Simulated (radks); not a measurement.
Results of a calculation; reference values are marked as such.
N+, 6 electrons, occupied as [He] 2s2 2p2.

Code: a radial shooting solver on a logarithmic mesh with Libxc functionals. Model: scalar-relativistic Kohn-Sham, PBEsol, spin-unpolarised, spherical densities, finite nucleus; Fermi nuclear charge, rms radius 2.5582 fm.

Energy parts (hartree):
part                      energy
total                  -53.74483
kinetic                 53.63534
electron-nucleus      -123.63520
Hartree                 22.22046
exchange-correlation    -5.96542

Orbitals (lengths in bohr, moments of r in powers of bohr):
orbital  occ.  eigenvalue (hartree)  <1/r>
1s          2             -14.70031  6.627
2s          2              -1.18720  1.161
2p          2              -0.75697  1.043

The highest occupied level is 2p at -20.598 eV. The density falls to 0.001 e/bohr^3 at r = 3.02 bohr. The electron density at the nucleus is 211.6 e/bohr^3 (large components only). Summed over all electrons, <r^2> = 7.991 bohr^2, which gives a Langevin (diamagnetic) susceptibility term of -6.33 x 10^-6 cm^3/mol. For comparison, the ionisation energy in NIST's Atomic Spectra Database is 29.601 eV (semi-empirical). In exact Kohn-Sham theory the highest level is minus the ionisation energy, but local and semilocal functionals leave it too shallow, through self-interaction and a potential that decays too fast; potentials with the right tail come closer.

Beside tabulated values, note that spin-unpolarised runs miss the spin-polarisation part of the exchange energy of open shells.
